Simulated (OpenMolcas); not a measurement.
As+: from RASSCF to RASPT2

```
Program             : OpenMolcas
Basis               : ANO-RCC-VTZP [6s5p3d1f]
Scalar Hamiltonian  : DKH2, point nucleus
Active space        : 4 electrons in 9 orbitals (RAS2 4s 4p; RAS3 4d, at most 2 electrons)
State averaging     : 2S+1 = 3 even, 6 roots; 2S+1 = 1 even, 6 roots; 2S+1 = 5 odd, 1 root; 2S+1 = 3 odd, 8 roots; 2S+1 = 1 odd, 8 roots
Spin-orbit coupling : state interaction with AMFI integrals over the reference wave functions, term energies averaged over their components
```

Methods on the same reference wave functions:
A. RASSCF
B. SS-RASPT2, IPEA 0.25 Eh, imaginary shift 0.1 Eh (closed shells correlated: 3d)
C. MS-RASPT2, IPEA 0.25 Eh, imaginary shift 0.1 Eh (closed shells correlated: 3d)
D. XMS-RASPT2, IPEA 0.25 Eh, imaginary shift 0.1 Eh (closed shells correlated: 3d)

Energies in cm-1 above 4s2 4p2 3P0, the measured ground level; measured values from NIST Handbook of Basic Atomic Spectroscopic Data.

```json
{"Level": "4s2 4p2 3P0", "A": "0.0", "B": "0.0", "C": "0.0", "D": "0.0", "Measured": "0.0"}
{"Level": "4s2 4p2 3P1", "A": "946", "B": "951", "C": "954", "D": "951", "Measured": "1063"}
{"Level": "4s2 4p2 3P2", "A": "2313", "B": "2320", "C": "2330", "D": "2320", "Measured": "2541"}
{"Level": "4s2 4p2 1D2", "A": "10062", "B": "10140", "C": "10180", "D": "10220", "Measured": "10096"}
{"Level": "4s2 4p2 1S0", "A": "23551", "B": "22940", "C": "22980", "D": "23290", "Measured": "22599"}
{"Level": "4s 4p3 5S* 2", "A": "46517", "B": "50800", "C": "50830", "D": "51140", "Measured": "54817"}
{"Level": "4s 4p3 3D* 1", "A": "70246", "B": "71840", "C": "71880", "D": "72170", "Measured": "73750"}
{"Level": "4s 4p3 3D* 2", "A": "70296", "B": "71890", "C": "71930", "D": "72220", "Measured": "73862"}
{"Level": "4s 4p3 3D* 3", "A": "70525", "B": "72130", "C": "72160", "D": "72450", "Measured": "74244"}
{"Level": "4s 4p3 3P* 2", "A": "82499", "B": "83430", "C": "83460", "D": "83750", "Measured": ""}
{"Level": "4s 4p3 3P* 0", "A": "82757", "B": "83730", "C": "83760", "D": "84060", "Measured": ""}
{"Level": "4s 4p3 3P* 1", "A": "82762", "B": "83740", "C": "83770", "D": "84070", "Measured": ""}
```

Deviations, from unrounded energies. A percentage is the sum of absolute deviations over the sum of measured energies, with the sign that they share, or ± where signs differ.

```csv
Against measurement,Levels,A,B,C,D
mean absolute deviation (cm-1),8,2600,1300,1300,1200
fine structure of the ground term (%),2,-9.6,-9.3,-9.0,-9.1
other terms of the ground configuration (%),2,±3.0,+1.2,+1.4,+2.5
other configurations (%),4,-6.9,-3.6,-3.6,-3.1
```

D lies closest to measurement on these levels and A furthest from it. The largest miss of D in the table is 4s 4p3 5S* 2, by -3700 cm-1. The ranking rests on the paired levels alone, and a cruder setting can come out closer through cancelling errors.

Among B to D the level of the table that moves most is 4s 4p3 5S* 2, by 340 cm-1 (lowest in B, highest in D). Moves below CASPT2's spread within the term are not significant.

From A to B the spin-free energies of the other terms of 4s2 4p2 shown, above 3P, scale by factors of 0.97 to 1.01.

The lowest spin-free term lies below A's lowest term by 0.074 hartree in B, 0.074 hartree in C, 0.075 hartree in D.

Term energies are means over components that CASPT2 splits; among the terms shown or strongly mixed into the levels shown the widest spread is 27 cm-1 (4s2 4p2 3P, D). The run also gave levels led by 4s 4p2 4d, 4s2 4p 4d, which use shells meant for correlation; these and all levels above them are left out. Some terms mix strongly with configurations of 4d, whose occupation reaches 0.27 (4s 4p3 3D*, 4s 4p3 3P*). Without dynamic correlation excited terms often stand tens of per cent too high (terms of higher spin than the ground term too low), and those without a measured partner can miss by more than the paired ones (holds for A). Computed and measured levels are paired by configuration, term and J; levels that our copy of the source lacks, or whose pairing is in doubt (as where it misses far off the trend of its configuration), stay unpaired and out of the deviations. Only configurations of the active space appear. The table leaves out levels that lie high or whose names do not pair safely across all columns.

* marks odd parity.
